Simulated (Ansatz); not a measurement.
`C[O][Sn]([Cl])([Cl])[SeH]` + `CO[SiH2]S` → `CO[SiH2][SeH]` + `C[O][Sn]([SH])([Cl])[Cl]`  (redistribution)

Calculated with Ansatz (gas phase, PBE0-D4/def2-TZVP geometries, no zero-point term in ΔE). CBS: MP2 limit from def2 TZ/QZ plus the TZ coupled-cluster correction, frozen cores. This one scheme is used for every species. DFT in def2-TZVPP. B3LYP here is the variant with VWN-RPA as its local correlation; programs differ in this. Elements past krypton have def2 core potentials. For Se, Sn outer-core shells are correlated without core-valence functions, which leaves a few kJ/mol of doubt a bond. Scalar relativity is left out up to krypton. Each species was taken in one conformer, which may not be the lowest.

```tsv
level	ΔE (kJ/mol)
B3LYP-D4	18.7
CCSD/def2-TZVPP	15.9
SCS-MP2/def2-QZVPP	17.5
CCSD/CBS(def2)	17.6
```

**Question.** What does CCSD(T)/CBS give? (Best estimate.)

**Answer.** The calculation gave: +17.4 kJ/mol. The listed levels differ from it by 1.3, -1.5, 0.1, 0.2 kJ/mol.

Largest T1 diagnostic among the species: 0.013.
